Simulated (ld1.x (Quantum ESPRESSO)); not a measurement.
**nitrogen: ultrasoft pseudisation with PW91, scalar-relativistic reference atom.**

ld1.x (Quantum ESPRESSO) 7.5 input, shortened:

```
&input
   title='N', zed=7., rel=1, dft='PW91', iswitch=3,
   config='[He] 2s2 2p2'
 /
 &inputp
   pseudotype=3, tm=.true., lloc=-2, rcloc=1.20,
   nlcc=.true., new_core_ps=.true., rcore=0.50,
   which_augfun='PSQ', rmatch_augfun=0.75
 /
4
2S  1  0   2.00   0.00  0.75  0.85  0.0
2S  1  0   0.00   0.30  0.75  0.85  0.0
2P  2  1   2.00   0.00  1.10  1.40  0.0
2P  2  1   0.00   1.35  1.10  1.40  0.0
 &test
   configts(1)='2s2 2p2'
 /
```

* Cutoffs needed: 45 Ry and 70 Ry (the cutoffs (Ry, on a coarse ladder) from which the occupation-weighted sum of valence levels, in a spherical-Bessel basis at the reference potential, stays within 10 and 1 mRy of its value at 400 Ry)
* Ghost test: no extra level below or beside the all-electron valence levels (s, p, d, f tested) (spherical-Bessel basis up to 400 Ry, 20 bohr box)
* Largest excitation error: +45 meV (all-electron minus pseudo) for 2s0 2p5, out of 7 test configurations
* Lowest eigenvalue of the overlap operator: 0.66 (s channel)
* Density cutoff estimated by the generator: 462 Ry
